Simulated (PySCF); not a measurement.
Species: C₂H₆F₂SSi.
Structure used (GFN2-xTB), in Å, numbered top down from 1:
```xyz
12
C2H6F2SSi angstrom
C      1.409   -0.307    0.590
C      0.500   -0.082   -0.600
F      1.194    0.578   -1.584
F      0.188   -1.299   -1.169
Si    -1.155    0.878   -0.272
S     -2.344   -0.349    1.016
H      0.875   -0.862    1.356
H      1.719    0.655    0.989
H      2.290   -0.869    0.285
H     -1.796    1.080   -1.563
H     -0.841    2.084    0.474
H     -2.038   -1.508    0.449
```

Method: TDDFT CAM-B3LYP/def2-SVPD, vertical, gas phase, core orbitals frozen in the response (PySCF).

Ground-to-excited transition dipoles (e·a0, same axes as the geometry; the sign carries no meaning), for the states with f of 0.002 or more among the lowest 7:

```
state  E (hartree)      μx      μy      μz
   S1       0.2290   0.182  -0.044   0.234
   S2       0.2367  -0.266   0.029  -0.165
   S3       0.2582   0.311   0.066   0.029
   S4       0.2792   0.028  -0.179   0.325
   S5       0.2851  -0.073  -0.088   0.100
   S6       0.2906  -0.110  -0.293   0.320
   S7       0.2950   0.079  -0.079   0.151
```

Question: What oscillator strength does each state have?

Answer: f = (2/3) ΔE |μ|² with ΔE in hartree (27.2114 eV).

```
state  |μ|² (au)  |μ| (D)      f
   S1      0.090     0.76  0.014
   S2      0.099     0.80  0.016
   S3      0.102     0.81  0.018
   S4      0.138     0.94  0.026
   S5      0.023     0.39  0.004
   S6      0.200     1.14  0.039
   S7      0.035     0.48  0.007
```

Question: What angle do the transition dipoles of S1 and S2 make?

Answer: |cos θ| = |μa·μb| / (|μa| |μb|) = 0.94, so θ ≈ 20° (taken between 0 and 90°, since the signs are arbitrary).

Question: How is the summed strength of these states shared among x, y and z?

Answer: (2/3) Σ ΔE μα² gives 0.038 for x, 0.026 for y and 0.059 for z, 0.123 in all.

Question: What peak molar absorption coefficient would the strongest computed level give as a lone Gaussian band 0.5 eV wide at half height?

Answer: ε(max) = 2.175×10⁸ f / FWHM, with the width in cm⁻¹. S6: 2.175×10⁸ × 0.0388 / 4033 ≈ 2100 L mol⁻¹ cm⁻¹.

The run took 54 s of wall time on Arm Neoverse N1, one thread, shared host, and the process peaked at 0.78 GiB of memory.

One conformer stands for the species.

Without π bonds the low states may be Rydberg-like; a valence basis with one diffuse set may place them up to an eV too high.
